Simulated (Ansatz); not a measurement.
Series (H2BX)2: PBE0-D4/def2-TZVP single points in Ansatz on relaxed structures, gas phase. Binding counts from free atoms in the multiplicity of their measured ground term, without zero-point energy. A dash marks a value that wasn't run or was left out as unsound. The structures are stationary points that may keep the symmetry of their start. Remarks come from the PBE and PBE0 runs and from stability tests at other levels; not every state was tested. HOMO above LUMO (over both spins in singlets and doublets, within one spin in higher multiplets; at PBE or PBE0), or a gap under 0.15 eV within one spin, warns that the state may not be the lowest or that an electron is smeared out.

```csv
species,atoms,state,geometry,HOMO (eV),LUMO (eV),gap (eV),vertical IE (eV),vertical triplet (eV),binding per atom (eV),point group (within 0.1 Å),remarks
(H2B-mu-SH)2 (B2H6S2),10,singlet,PBE-D4/def2-SVP,-8.20,-0.27,7.93,10.22,6.15,3.36,C2v,gap within one spin near zero at PBE or PBE0 (triplet)
(H2B-mu-NH2)2 (B2N2H8),12,singlet,PBE-D4/def2-SVP,-8.02,0.72,8.74,10.14,–,3.70,D2h,gap within one spin near zero at PBE or PBE0 (+1 doublet)
(H2B-mu-PH2)2 (B2P2H8),12,singlet,PBE-D4/def2-SVP,-7.68,-0.56,7.12,9.57,5.30,3.21,D2h,–
```

The gap (eV) runs from 7.12 ((H2B-mu-PH2)2) to 8.74 ((H2B-mu-NH2)2). The vertical IE (eV) runs from 9.57 ((H2B-mu-PH2)2) to 10.22 ((H2B-mu-SH)2).
